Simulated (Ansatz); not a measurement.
Start from `[SiH3]O[CH]1[NH][AlH]1` and change one atom or group to get `B[SiH2][CH]1[NH][AlH]1`.

Ansatz, PBE0-D4/def2-TZVP geometries, multiplicity 1. Each molecule was computed in one conformer, which needn't be the lowest. `[SiH3]O[CH]1[NH][AlH]1` holds a close contact that its SMILES doesn't draw: H···Al 1.97 Å.

```
                                      property  `[SiH3]O[CH]1[NH][AlH]1`
           LUMO energy (B3LYP/def2-TZVPP) / eV                     -0.74
          HOMO–LUMO gap (PBE0/def2-TZVPP) / eV                      5.97
           HOMO energy (B3LYP/def2-TZVPP) / eV                     -6.35
size of the dipole moment (PBE/def2-TZVPP) / D                      1.07
            LUMO energy (PBE0/def2-TZVPP) / eV                     -0.56
             LUMO energy (PBE/def2-TZVPP) / eV                     -1.37
```

Q: What does the change do to each property? (Best estimate.)

A: Ansatz gave: 
| property | `B[SiH2][CH]1[NH][AlH]1` | shift |
| --- | --- | --- |
| LUMO energy (B3LYP/def2-TZVPP) / eV | -2.35 | -1.61 |
| HOMO–LUMO gap (PBE0/def2-TZVPP) / eV | 4.16 | -1.81 |
| HOMO energy (B3LYP/def2-TZVPP) / eV | -6.11 | 0.24 |
| size of the dipole moment (PBE/def2-TZVPP) / D | 2.10 | 1.03 |
| LUMO energy (PBE0/def2-TZVPP) / eV | -2.15 | -1.59 |
| LUMO energy (PBE/def2-TZVPP) / eV | -3.09 | -1.72 |

With PBE0 the HOMO rises by 0.22 eV and the LUMO falls by 1.59 eV, so the gap narrows by about 1.81 eV. PBE moves the HOMO by 0.16 eV and ωB97M-V by 0.27 eV. Dipoles are sizes alone; their direction can turn.

B3LYP here is the variant with VWN-RPA as its local correlation; programs differ in this.

Positive LUMOs are unbound, so they and the gaps depend on the basis.
